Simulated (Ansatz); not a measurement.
Ideal-gas functions of Cl5FW, SMILES `[F][W]([Cl])([Cl])([Cl])([Cl])[Cl]` at 800 K and 1 bar, from an Ansatz frequency run at PBE0-D4/def2-TZVP.

Molar mass 380.1 g/mol, point group C4v (symmetry number 4), electronic degeneracy 1, moments of inertia 614.852, 614.857, 739.272 u Å². Harmonic wavenumbers (cm⁻¹, unscaled): 85, 95, 95, 168, 175, 175, 205, 242, 242, 337, 363, 383, 383, 415, 664.

Use S(trans) = R[1.5 ln M + 2.5 ln T − 1.1517]; rotational temperatures θ = 24.2544 K / I; S(rot) = R[ln(√π/σ · √(T³/θAθBθC)) + 1.5]; for each mode x = 1.438777 ν̃/T, S = R[x/(eˣ − 1) − ln(1 − e⁻ˣ)] and H = RT x/(eˣ − 1); 1 cm⁻¹ = 0.0119627 kJ/mol; R = 8.31446 J/(mol·K).

Problem. By hand: the entropy, in J/(mol·K).

Solution. Translation 203.5. Rotation: θ = 0.0394, 0.0394, 0.0328 K, giving 130.2. Vibration, mode by mode: 23.94, 23.02, 23.02, 18.30, 17.96, 17.96, 16.66, 15.30, 15.30, 12.60, 12.01, 11.58, 11.58, 10.94, 7.32, in all 237.5. Electronic 0.0. Sum 571.2 J/(mol·K).

Problem. By hand: H − E and G − E in kJ/mol, counted from the electronic energy.

Solution. Zero-point energy ½ × 4027 × 0.0119627 = 24.1; thermal vibration 78.2; translation, rotation and pV give 4 RT = 26.6. H − E = 128.9 kJ/mol, and G − E = 128.9 − 800 × 571.2/1000 = -328.1 kJ/mol.

Vibration gives 42 % of the entropy, 70.0 J/(mol·K) of it from the modes under 150 cm⁻¹: soft modes count most, and the harmonic formula is weakest for them.
